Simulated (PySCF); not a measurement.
**SbCl: energy against distance**

Set-up: basis Sb def2-SVPD with ECP28, Cl def2-SVPD; scalar-relativistic core potentials; PySCF 2.14. Energies in eV from Sb + Cl in their ground configurations at the same level. All curves are PBE0. state 1: ³Σ⁻ (triplet), unpaired electrons π ↑↑; state 2: Ms = 0 determinant of mixed spin (⟨S²⟩ near 1.0), unpaired electrons π ↑↓, a mixture of terms (⟨Lz²⟩ = 2.0), a second solution, started from another occupation; state 3: singlet, one real π or δ orbital doubly filled, a mixture of terms (⟨Lz²⟩ = 2.0), a second solution, started from another occupation; state 4: quintet, unpaired electrons σ ↑↑, π ↑↑, a second solution, started from another occupation.

```
R (Å)  state 1  state 2  state 3  state 4
2.057   -1.953   -1.652   -0.771   4.8349
2.153   -2.609   -2.303   -1.411   3.7723
2.248   -2.961   -2.649   -1.745   2.9711
2.320   -3.081   -2.766   -1.853   2.4967
2.392   -3.112   -2.793   -1.872   2.1038
2.464   -3.076   -2.752   -1.824   1.7762
2.559   -2.953   -2.625   -1.687   1.4194
2.679   -2.724   -2.389   -1.439   1.0710
2.823   -2.392   -2.047   -1.085   0.7591
3.014   -1.924   -1.564   -0.587   0.4724
```

Q: Put a parabola through the three lowest points of the state 1 curve and estimate Re, k and ωe (reduced mass 27.12 u; 1 eV/Å² = 0.16022 mdyn/Å; ωe = 1302.8·√(k/μ) cm⁻¹).

A: Through R = 2.32, 2.392, 2.464 Å the second-order coefficient is 6.46 eV/Å², so Re ≈ 2.389 Å, k ≈ 2.07 mdyn/Å and ωe ≈ 360 cm⁻¹. A polynomial fit of higher order to the unrounded PBE0 energies gives Re = 2.385 Å, k = 2.13 mdyn/Å, ωe = 365 cm⁻¹; anharmonicity and rounding make the difference.

The higher-order fit for each curve: state 1: Re = 2.385 Å, ωe = 365 cm⁻¹, De = 3.11 eV; state 2: Re = 2.382 Å, ωe = 368 cm⁻¹, minimum 2.79 eV below the ground-state fragments; state 3: Re = 2.373 Å, ωe = 373 cm⁻¹, minimum 1.87 eV below the ground-state fragments. State 4 gave no clean fit.

These are scalar-relativistic numbers at best; spin–orbit coupling would shift them, the dissociation energy most. The state is the lowest determinant that a PBE0 search found; another state may lie lower at other levels.
